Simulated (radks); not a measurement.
Results of a calculation; reference values are marked as such.
Valence configurations of Cr III (all share [Ar]). Code: a radial shooting solver on a logarithmic mesh with Libxc functionals. Model: Dirac Kohn-Sham, PBE, spin-unpolarised, spherical densities, point nucleus; open shells fill j = l - 1/2 first. Energies are relative to 3d4; eigenvalues in eV.

valence          E (eV)  e(3d3/2)  e(4p1/2)  e(4s1/2)
3d4               0.000   -22.876         -         -
3d3 4p1          11.488   -29.625   -15.823         -
3d3.5 4p0.5       5.182   -26.147   -14.693         -
3d2 4s2          15.807   -34.997         -   -22.924
3d3 4s1           5.944   -28.519         -   -20.739
3d2.5 4p1.5      19.018   -33.280   -16.928         -
3d2.5 4s1 4p0.5  13.219   -32.209   -16.371   -22.145
3d1.5 4s1 4p1.5  31.833   -40.053   -18.539   -24.836
3d2 4s1.5 4p0.5  18.805   -35.531   -17.211   -23.221
3d3.5 4s0.5       2.529   -25.582         -   -19.669

NIST lists [Ar] 3d4 as the ground configuration; this level of theory agrees among the configurations tried. The energies are those of spherical spin-averaged densities, not of single terms.
